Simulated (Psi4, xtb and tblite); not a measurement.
Internal rotation in SMILES [SiH2]([GeH3])[GeH3] (H8Ge2Si), singlet. Scanned: dihedral H4–Ge1–Si2–Ge3; all other coordinates were relaxed at GFN2-xTB. GFN2-xTB can order the conformers of Si and Ge chains otherwise than DFT does. Heavy atoms are numbered in the order of the SMILES [GeH3][SiH2][GeH3], hydrogens after them in the order of the atoms that carry them; the mirror image has the same energies with the sign of each dihedral reversed.

Levels: GFN2-xTB (xtb and tblite); PBE0-D3(BJ)/def2-TZVP // GFN2-xTB (Psi4); PBE0/def2-TZVP // GFN2-xTB (Psi4).

Energies in kJ/mol, each method relative to its own lowest point.

```tsv
φ / °	GFN2-xTB	PBE0-D3(BJ)/def2-TZVP	PBE0/def2-TZVP
0	0.23	2.89	2.93
10	0.20	2.71	2.74
20	0.15	2.24	2.27
30	___	1.48	1.50
40	0.04	0.74	0.76
50	___	0.20	0.21
60	0.00	0.00	0.00
70	___	0.16	0.16
80	___	0.65	0.66
90	0.14	1.34	1.37
100	___	2.12	2.15
110	0.23	2.62	2.65
```

Problem. Some entries are withheld; supply them.

Solution. 
- 30, GFN2-xTB: 0.09
- 50, GFN2-xTB: 0.01
- 70, GFN2-xTB: 0.02
- 80, GFN2-xTB: 0.08
- 100, GFN2-xTB: 0.19
